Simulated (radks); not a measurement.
All-electron atom: La in [Xe] 5d3 (not the ground configuration).

All-electron calculation, Dirac Kohn-Sham, PBE, spin-unpolarised, spherical densities, point nucleus; open shells fill j = l - 1/2 first. Program: a radial shooting solver on a logarithmic mesh with Libxc functionals.

Energy parts (eV):
| part | energy |
|---|---|
| total | -231227.28 |
| kinetic | 247468.02 |
| electron-nucleus | -562737.56 |
| Hartree | 89594.13 |
| exchange-correlation | -5551.87 |

Orbitals (lengths in bohr, moments of r in powers of bohr; <r^-3> diverges for s and p1/2; r(max) is where P^2 peaks):
orbital  occ.  eigenvalue (eV)   r(max)      <r^2>  <r^-3>  small-component weight
1s1/2       2        -38716.78  0.01607  0.0008536       -                4.44e-02
2s1/2       2        -6158.119  0.09108    0.01356       -                9.62e-03
2p1/2       2        -5807.279  0.06950   0.009960       -                9.65e-03
2p3/2       4        -5394.140  0.07466    0.01123    6682                9.09e-03
3s1/2       2        -1314.726   0.2606    0.09283       -                2.93e-03
3p1/2       2        -1166.881   0.2473    0.08769       -                2.87e-03
3p3/2       4        -1086.361   0.2585    0.09532    1336                2.71e-03
3d3/2       4        -827.5301   0.2083    0.07846   218.0                2.59e-03
3d5/2       6        -810.3057   0.2114    0.08063   198.9                2.55e-03
4s1/2       2        -263.0524   0.6087     0.4829       -                8.95e-04
4p1/2       2        -208.6589   0.6192     0.5175       -                8.30e-04
4p3/2       4        -191.5316   0.6433     0.5594   285.2                7.81e-04
4d3/2       4        -102.3875   0.6675     0.6735   38.39                6.40e-04
4d5/2       6         -99.4136   0.6754     0.6905   34.73                6.27e-04
5s1/2       2         -35.9044    1.412      2.764       -                1.96e-04
5p1/2       2         -21.3386    1.550      3.566       -                1.54e-04
5p3/2       4         -18.9083    1.617      3.922   40.01                1.41e-04
5d3/2       3          -1.4433    2.313      15.26   1.881                4.59e-05
5d5/2       0          -1.3034    2.364      16.47   1.626                4.31e-05

The highest occupied level is 5d3/2 at -1.443 eV. Summed over all electrons, <r^2> = 86.84 bohr^2, which gives a Langevin (diamagnetic) susceptibility term of -68.8 x 10^-6 cm^3/mol. The density falls to 0.001 e/bohr^3 at r = 4.97 bohr.
